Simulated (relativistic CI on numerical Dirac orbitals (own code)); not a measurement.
**Ti4+ in a cubic cluster: 3s photoemission with charge transfer**

Computed with a charge-transfer multiplet model of a cubic metal-ligand cluster with up to 3 ligand holes, Slater and spin-orbit integrals from Dirac-Coulomb-Breit ions, Slater integrals scaled by 0.8. The ground state mixes d0 with configurations of k ligand holes L, whose averages lie at kΔ + k(k − 1)U_dd/2; a core hole lowers each added d electron by U_cd. 20 K, Lorentzian 1.4 eV and Gaussian 0.8 eV FWHM.

Atomic integrals in eV (Slater integrals scaled, ζ unscaled), ground: F2dd 6.578, F4dd 4.090, zeta_d 0.013; with the core hole: F2dd 6.578, F4dd 4.090, zeta_d 0.022, G2cd 8.461. Where a configuration has fewer than two d electrons, the dd integrals are those of d2.

Cluster parameters (eV): Δ = 1.6, U_dd = 5.8, U_cd = 7.2, 10Dq = 1.3, 10Dq(ligand) = 1.5, final-state hopping factor = 1.

Weights, n_d and S are thermal averages at 20 K. Binding energies count from the first peak over 30 % of the highest in each spectrum, which can be another peak from case to case. The parameters are a model scan and need not match a compound or its usual spin state. Peaks in eV (height, largest 100): 0.0 (60), 3.0 (71), 4.7 (47), 7.8 (45), 10.0 (100).

Question: Which parameters give this spectrum?
A. V(eg) = 1.3 eV, V(t2g) = -0.69 eV
B. V(eg) = 0.4 eV, V(t2g) = -0.21 eV
C. V(eg) = 0.7 eV, V(t2g) = -0.37 eV

Answer: C. V(eg) = 0.7 eV, V(t2g) = -0.37 eV; the ground state then has 0.38 d electrons and S = 0.00. The choice follows from running the model for each set and comparing peak positions and heights. Without intra-shell correlation the exchange splitting of the 3s hole comes out too large.
